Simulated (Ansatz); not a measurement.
The same path of CH3I + Cl (6 atoms, charge -1, multiplicity 1) was run twice with different band settings. Lost on the way: I1–C2. Made: C2–Cl3.

Theory: Ansatz 0.2.0, RKS PBE0-D4/def2-SVP.

Relaxed end points:

```xyz
6
Properties=species:S:1:pos:R:3
I -2.372 -0.079 0.873
C -0.168 -0.006 0.062
Cl 2.345 0.078 -0.862
H 0.112 -1.055 0.008
H -0.273 0.490 -0.900
H 0.357 0.571 0.820
```

```xyz
6
Properties=species:S:1:pos:R:3
I -2.897 -0.096 1.064
C 0.445 0.015 -0.163
Cl 2.140 0.071 -0.788
H 0.150 -1.028 -0.006
H -0.227 0.480 -0.892
H 0.389 0.558 0.785
```

Common settings: movable images 9; climbing image yes; optimiser quadratic models (default); start path through a guess of the saddle point; force threshold 0.03 eV/Å; end points relaxed.

| run | spring | iteration limit |
| --- | --- | --- |
| 1 | 5.0 eV/Å² | 53 |
| 2 | 2.0 to 10.0 eV/Å², energy-weighted | 60 |

Problem. What does each run give, and how far can it be trusted?

Solution. Run 1: converged after 8 iterations, highest image 0.000 eV above the first end. The highest image is an end point: on this band no image between the ends rises above it.
Run 2: converged after 8 iterations, highest image 0.000 eV above the first end. The highest image is an end point: on this band no image between the ends rises above it.
The orbitals stay closed-shell, which can raise the energy where a bond breaks towards radicals; this wasn't checked here. Limits of this set-up: an anion without diffuse functions, the dipole of an ion depends on the origin.
